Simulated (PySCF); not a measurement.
**Correlation energy of Cr (chromium, neutral)**

[Ar] 3d4 4s2, high-spin 5D determinant (an excited configuration). All numbers are calculated (PySCF 2.14, no relativity, point nucleus, in def2-QZVPPD). Frozen: [Ne]; 14 electrons correlated.

```tsv
level	correlation energy (mhartree)
CCSD	-430.44
(T)	-13.51
CCSD(T)	-443.95
```

Diagnostics: T1 = 0.021, D1 = 0.0886, largest double amplitude 0.069.

Cost of the coupled-cluster step: about 80 core-seconds, for 14 correlated electrons.

Iterations:

```
CC2 = 0
CCSD nocc = (np.int64(9), np.int64(5)), nmo = (88, 88)
frozen orbitals [[0, 1, 2, 3, 4], [0, 1, 2, 3, 4]]
max_cycle = 100
direct = 0
conv_tol = 1e-08
conv_tol_normt = 1e-06
diis_space = 8
diis_start_cycle = 0
Init t2, MP2 energy = -0.413250566558731
Init E_corr(UCCSD) = -0.413250566559576
cycle = 1  E_corr(UCCSD) = -0.419922233677498  dE = -0.00667166712  norm(t1,t2) = 0.083759
cycle = 2  E_corr(UCCSD) = -0.427883383494837  dE = -0.00796114982  norm(t1,t2) = 0.0297281
cycle = 3  E_corr(UCCSD) = -0.429679868432491  dE = -0.00179648494  norm(t1,t2) = 0.0159321
cycle = 4  E_corr(UCCSD) = -0.430519803575767  dE = -0.000839935143  norm(t1,t2) = 0.00406236
cycle = 5  E_corr(UCCSD) = -0.430416285671811  dE = 0.000103517904  norm(t1,t2) = 0.00171239
cycle = 6  E_corr(UCCSD) = -0.430395245234219  dE = 2.10404376e-05  norm(t1,t2) = 0.00102839
cycle = 7  E_corr(UCCSD) = -0.430450556459604  dE = -5.53112254e-05  norm(t1,t2) = 0.00065562
cycle = 8  E_corr(UCCSD) = -0.430439390114426  dE = 1.11663452e-05  norm(t1,t2) = 0.000330092
cycle = 9  E_corr(UCCSD) = -0.430434699265326  dE = 4.6908491e-06  norm(t1,t2) = 0.000198282
cycle = 10  E_corr(UCCSD) = -0.430435260472205  dE = -5.6120688e-07  norm(t1,t2) = 0.000123577
cycle = 11  E_corr(UCCSD) = -0.430437876359681  dE = -2.61588748e-06  norm(t1,t2) = 6.05124e-05
cycle = 12  E_corr(UCCSD) = -0.430437301419078  dE = 5.74940603e-07  norm(t1,t2) = 1.87878e-05
cycle = 13  E_corr(UCCSD) = -0.430437495998615  dE = -1.94579537e-07  norm(t1,t2) = 8.77654e-06
cycle = 14  E_corr(UCCSD) = -0.430437556277003  dE = -6.02783884e-08  norm(t1,t2) = 4.14515e-06
cycle = 15  E_corr(UCCSD) = -0.43043761155768  dE = -5.52806771e-08  norm(t1,t2) = 1.92701e-06
cycle = 16  E_corr(UCCSD) = -0.43043757805972  dE = 3.34979602e-08  norm(t1,t2) = 1.01803e-06
cycle = 17  E_corr(UCCSD) = -0.430437566887149  dE = 1.11725714e-08  norm(t1,t2) = 5.25537e-07
cycle = 18  E_corr(UCCSD) = -0.430437568743639  dE = -1.85649024e-09  norm(t1,t2) = 2.08834e-07
UCCSD converged
E(UCCSD) = -1043.747410729614  E_corr = -0.4304375687436388
UCCSD(T) correction = -0.0135143012787782
```

This basis was not built for core-valence correlation, so the inner-shell part is incomplete.
